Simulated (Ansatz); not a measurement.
The same path of CH3AlClF2N (9 atoms, charge 0, multiplicity 1) was run 3 times with different band settings. The coordinate that changes most is the dihedral H8–C2–N3–Al4.

The calculation used RKS PBE0-D4/def2-SVP (Ansatz 0.2.0).

Relaxed end points:

```xyz
9
Properties=species:S:1:pos:R:3
F -1.124 -0.921 1.532
C -0.718 -1.008 0.214
N 0.532 -0.382 -0.003
Al 0.779 1.333 -0.368
F 2.309 1.962 -0.332
Cl -0.836 2.516 -0.937
H -1.494 -0.521 -0.399
H -0.678 -2.082 -0.038
H 1.319 -0.942 0.314
```

```xyz
9
Properties=species:S:1:pos:R:3
F -0.836 -1.772 -0.796
C -0.731 -0.968 0.323
N 0.489 -0.252 0.354
Al 0.786 1.313 -0.420
F 2.333 1.889 -0.533
Cl -0.817 2.459 -1.090
H -0.831 -1.628 1.202
H -1.580 -0.264 0.299
H 1.277 -0.823 0.645
```

Common settings: optimiser quadratic models (default); start path through a guess of the saddle point; force threshold 0.03 eV/Å; end points relaxed.

| run | movable images | climbing image | spring | iteration limit |
| --- | --- | --- | --- | --- |
| 1 | 9 | yes | 5.0 eV/Å² | 43 |
| 2 | 9 | yes | 2.0 to 10.0 eV/Å², energy-weighted | 54 |
| 3 | 6 | no | 5.0 eV/Å² | 60 |

Question: What does each run give, and how far can it be trusted?

Answer: Run 1: converged after 13 iterations, highest image 0.283 eV above the first end. A vibrational analysis at the climbing image gives one clearly imaginary mode, 202i cm⁻¹: a first-order saddle point.
Run 2: converged after 14 iterations, highest image 0.284 eV above the first end. Another band between the same ends (9 images) ends at a top of the same energy, where a vibrational analysis finds 1 clearly imaginary mode.
Run 3: converged after 11 iterations, highest image 0.258 eV above the first end. No image climbed, so the highest image needn't sit at the top of the path.
